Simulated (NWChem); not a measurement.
Species: BiCl2, doublet; SMILES [Cl][Bi][Cl]

```xyz
3

Bi     0.0000     0.0000     0.4576
Cl     1.8952     0.0000    -1.1172
Cl    -1.8952     0.0000    -1.1172
```
Atoms are numbered in this order, from 1.

All runs: NWChem. Spin-unrestricted. In the optimisation the excess spin sits in b2 (C2v, its own frame). Coordinates come from a PBE0/def2-SVP, spin-unrestricted optimisation. The spin multiplicity was typed, not searched, and may not be the lowest. No stability test was run on the SCF state. def2 effective core potentials on Bi; no spin-orbit coupling. Total energies compare along this basis series because the functional is fixed.

```tsv
level	basis functions	energy (Ha)	highest occupied level (eV)	lowest empty minus highest occupied level, either spin (eV)	dipole (D)	<S²>
PBE0/def2-SVP	62	-1134.5117	?	2.84	3.87	0.753
PBE0/def2-SVPD	86	-1134.5321	-6.41	2.88	3.87	0.753
PBE0/def2-TZVP	124	-1134.8431	-6.32	2.90	3.83	0.753
PBE0/def2-TZVPP	134	-1134.8432	-6.32	2.90	3.83	0.753
```

Problem. Fill in the missing entries.

Solution. 
- PBE0/def2-SVP, highest occupied level (eV): -6.16
